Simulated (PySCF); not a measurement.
This PySCF input asks for the NMR shieldings of `C=CCC[N@+]1(C)[BH2-]CCC1`, C8H18BN; the geometry comes from PBE0-D3(BJ)/def2-SVP.

```python
import basis_set_exchange as bse
import numpy as np
from pyscf import gto, dft
from pyscf.prop import nmr

atoms = """
C     4.236887   -0.110183   -0.005969
C     3.210255    0.514654   -0.582352
C     1.848909   -0.073637   -0.785895
C     0.804044    0.682717    0.029077
N    -0.587429    0.202198   -0.092160
C    -1.061873    0.267061   -1.482664
B    -1.599111    1.111785    0.863333
C    -2.831381    0.065501    1.086772
C    -2.282441   -1.324154    0.698379
C    -0.783630   -1.156017    0.475679
H     4.147170   -1.139840    0.356321
H     5.205798    0.379335    0.120860
H     3.343695    1.547868   -0.928851
H     1.597931   -0.023522   -1.859799
H     1.861330   -1.139485   -0.506851
H     1.055482    0.645256    1.097849
H     0.792276    1.748020   -0.249203
H    -2.145545    0.105938   -1.502984
H    -0.570702   -0.491394   -2.111655
H    -0.860423    1.269595   -1.879490
H    -0.945032    1.312185    1.884668
H    -1.821088    2.149644    0.248306
H    -3.730092    0.298862    0.493203
H    -3.153664    0.076516    2.139080
H    -2.753773   -1.704582   -0.222820
H    -2.453653   -2.100636    1.460202
H    -0.247654   -1.165708    1.436024
H    -0.338790   -1.924461   -0.178206
"""
names = dict.fromkeys(["C", "N", "B", "H"], "pcSseg-1")
basis = {el: gto.basis.parse(bse.get_basis(n, elements=[el], fmt="nwchem")) for el, n in names.items()}
mol = gto.M(atom=atoms, basis=basis, charge=0, verbose=0)
mf = dft.RKS(mol, xc="PBE0")
mf.grids.level = 2
mf.grids.alignment = dft.numint.BLKSIZE   # the property module wants whole blocks of grid points
mf.conv_tol = 1e-9
mf.kernel()

calc = nmr.RKS(mf)   # GIAO
C = mf.mo_coeff
Co = C[:, mf.mo_occ > 0]
resp = mf.gen_response(singlet=True, hermi=2)
def vind(x):   # induced exchange potential for any number of trial vectors
    d = np.einsum("pi,xij,qj->xpq", C, 2 * x.reshape(-1, C.shape[1], Co.shape[1]), Co, optimize=True)
    return np.einsum("xpq,pi,qj->xij", resp(d - d.transpose(0, 2, 1)), C, Co, optimize=True).ravel()
mo1, _ = nmr.rhf.solve_mo1(calc, with_cphf=vind)
sigma = calc.kernel(mo1)
for i, s in enumerate(sigma):   # ppm
    w = np.linalg.eigvalsh((s + s.T) / 2)
    print("%2d %-2s iso %8.1f  s11 %8.1f  s22 %8.1f  s33 %8.1f" % (i, mol.atom_pure_symbol(i), w.mean(), *w))
```

Q: What are the results?

A: 
```
 0 C  iso     58.1  s11    -57.5  s22     79.1  s33    152.8
 1 C  iso     40.8  s11    -82.9  s22     49.7  s33    155.7
 2 C  iso    151.9  s11    138.2  s22    147.5  s33    170.2
 3 C  iso    120.0  s11     89.9  s22    106.3  s33    163.6
 4 N  iso    189.4  s11    162.5  s22    186.2  s33    219.5
 5 C  iso    141.2  s11    107.9  s22    136.2  s33    179.5
 6 B  iso    105.4  s11     79.7  s22     97.5  s33    138.9
 7 C  iso    176.2  s11    156.6  s22    175.1  s33    196.8
 8 C  iso    158.7  s11    131.1  s22    166.2  s33    178.9
 9 C  iso    122.8  s11     93.0  s22    112.5  s33    162.8
10 H  iso     25.8  s11     22.1  s22     25.0  s33     30.2
11 H  iso     25.9  s11     22.8  s22     24.7  s33     30.0
12 H  iso     25.4  s11     22.9  s22     24.6  s33     28.8
13 H  iso     29.0  s11     24.0  s22     30.6  s33     32.4
14 H  iso     29.4  s11     24.6  s22     30.6  s33     33.0
15 H  iso     28.8  s11     23.7  s22     29.8  s33     32.8
16 H  iso     28.3  s11     22.9  s22     28.9  s33     33.2
17 H  iso     28.5  s11     23.3  s22     28.0  s33     34.0
18 H  iso     29.5  s11     25.0  s22     27.9  s33     35.5
19 H  iso     29.2  s11     25.8  s22     26.0  s33     35.9
20 H  iso     29.0  s11     24.4  s22     29.1  s33     33.4
21 H  iso     28.8  s11     25.2  s22     27.9  s33     33.3
22 H  iso     30.5  s11     26.6  s22     27.0  s33     37.8
23 H  iso     30.3  s11     26.2  s22     26.8  s33     37.8
24 H  iso     29.7  s11     25.4  s22     27.5  s33     36.0
25 H  iso     29.3  s11     24.3  s22     27.1  s33     36.6
26 H  iso     28.9  s11     23.6  s22     28.9  s33     34.1
27 H  iso     28.9  s11     23.4  s22     29.5  s33     33.6
```

These numbers come from an equivalent density-fitted implementation of the same equations, which agrees with the script to about 0.01 ppm for H and up to a few tenths of a ppm for heavy atoms, so last digits may differ.

Q: Turn these shieldings into chemical shifts. References, each an isolated molecule treated in the same way: $^{13}$C (σref 184.41), $^{1}$H (σref 31.27) vs TMS; $^{15}$N (σref 265.67) against NH3; BF3·OEt2 for $^{11}$B (σref 100.73).

A: Averaging equivalent atoms: C 1: 143.6; C 0: 126.3; C 3: 64.5; C 9: 61.6; C 5: 43.2; C 2: 32.5; C 8: 25.7; C 7: 8.2; N 4: 76.3; B 6: -4.7; H 12: 5.87; H 10: 5.48; H 11: 5.42; H 16: 2.94; H 15: 2.51; H 21: 2.50; H 27: 2.40; H 26: 2.38; H 20: 2.29; H 13: 2.27; H 17/18/19: 2.23; H 25: 1.92; H 14: 1.91; H 24: 1.61; H 23: 0.99; H 22: 0.81 ppm. Experimental scales use liquid or dissolved standards, which lie at an offset from isolated NH3 (liquid NH3: subtract about 20 ppm).

Size and cost of the density-fitted run: 260 basis functions, 64 s wall time on 1 thread of an Arm Neoverse V2, shared host; peak memory 1.3 GiB.
